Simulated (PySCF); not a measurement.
Ions at one geometry of Yb(CH3)2

PySCF 2.14.0, RKS PBE0, Yb def2-SVP with ECP28, C def2-SVP, H def2-SVP; non-relativistic Hamiltonian with scalar-relativistic core potentials where named; density fitting; no spin-orbit coupling; singlets restricted, open shells unrestricted. The geometry is relaxed for charge 0, singlet, vacuum:

```xyz
9

Yb    0.0000    0.0000   -0.4676
C     2.0412    0.0000    0.8341
H     3.0014    0.0000    0.2822
H     2.0741    0.8814    1.5052
H     2.0741   -0.8814    1.5052
C    -2.0412    0.0000    0.8341
H    -3.0014    0.0000    0.2822
H    -2.0741   -0.8814    1.5052
H    -2.0741    0.8814    1.5052
```

Energies count from the relaxed state; an electron taken off or put on is at rest in vacuum. Charges and spins are Mulliken's.

```
                     state  energy (eV)  spin squared  charge on Yb1 (e)  spin on Yb1 (e)  dipole about the centre of mass (D)
 charge 0, singlet, vacuum         0.00          0.00               0.90             0.00                                 5.35
charge -1, doublet, vacuum        -0.42          0.75               0.11             0.93                                 1.09
```

Task: What does the state charge +1, doublet, vacuum give?

Result: energy (eV) 6.93, spin squared 0.77, charge on Yb1 (e) 1.19, spin on Yb1 (e) 0.15, dipole about the centre of mass (D) 2.00.

With an electron taken off (doublet) the charges change, summed by element, by Yb +0.30 e, C +0.14 e, H +0.56 e. The vertical ionisation energy is 6.93 eV, against −ε(HOMO) = 4.88 eV of the relaxed state. The level lies 2.1 eV too high, as is usual for semilocal functionals and global hybrids, which keep a self-interaction error.

With an electron put on (doublet) the charges change, summed by element, by Yb -0.79 e, C +0.02 e, H -0.23 e. The vertical electron affinity is 0.42 eV, against −ε(LUMO) = 1.55 eV of the relaxed state. The basis has no diffuse functions, which an added electron needs. The added electron's level lies above zero.

Open shells may have lower solutions than those found.
